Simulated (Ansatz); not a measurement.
C2H6Cl2Sn, charge -1, doublet, at a GFN2-xTB geometry (such geometries of metal compounds can be far from the true shape) (a state made from the parent by changing its charge; the spin is typed, not shown lowest) (core potentials on Sn) (a gas-phase anion, which may not be bound at this level); Ansatz (a program for electronic structure) with SVWN5/def2-TZVP.

Ansatz was given this input:
Ansatz 0.2 input:
```yaml
crystal:
  periodic: [false, false, false]
  atoms:
    - {symbol: C, position_ang: [1.76372903, -1.73662568, 0.07130148]}
    - {symbol: Sn, position_ang: [-0.01628524, -0.13562850, -0.03006054]}
    - {symbol: C, position_ang: [-1.93690710, -1.43671469, -0.67180903]}
    - {symbol: Cl, position_ang: [0.54789437, 1.48232711, -1.99334049]}
    - {symbol: Cl, position_ang: [-0.40507770, 0.67347787, 2.41398282]}
    - {symbol: H, position_ang: [1.46816842, -2.53232204, 0.74641837]}
    - {symbol: H, position_ang: [2.67201876, -1.26524498, 0.43134678]}
    - {symbol: H, position_ang: [1.92379636, -2.13256648, -0.92556909]}
    - {symbol: H, position_ang: [-2.68511086, -0.79754733, -1.12797528]}
    - {symbol: H, position_ang: [-2.34499204, -1.91167356, 0.21305304]}
    - {symbol: H, position_ang: [-1.60843387, -2.18786323, -1.38212146]}
basis:
  gaussian:
    orbitals: def2-TZVP
hamiltonian:
  xc: {name: SVWN5}
total_charge: -1
magnetization: {spin_polarized: true, initial_magnetization: 1}
```

Output, abridged:

```
Functional definition: SVWN5
1524 factors; their error is unknown
mean field evaluation 1: about -32926.5587 eV, gradient 5.9e1 eV
mean field evaluation 2: about -32874.5700 eV, gradient 9.9e1 eV
mean field evaluation 4: about -32942.7973 eV, gradient 1.1e1 eV
mean field evaluation 8: about -32943.3255 eV, gradient 3.1e-1 eV
mean field evaluation 16: about -32943.3002 eV, gradient 2.7e-3 eV
mean field -32943.30017235 eV, -1210.6439515630 hartree, gradient 4.8e-5 eV, S^2 0.750917; 0 other end points of the search recorded, 0 dependent functions left out
reference -32943.30022119 eV, -1210.6439533578 hartree; 38, 37 occupied and 184, 185 virtual orbitals, 1524 factors
Total energy: -32943.30022119 eV, -1210.6439533578 hartree
```
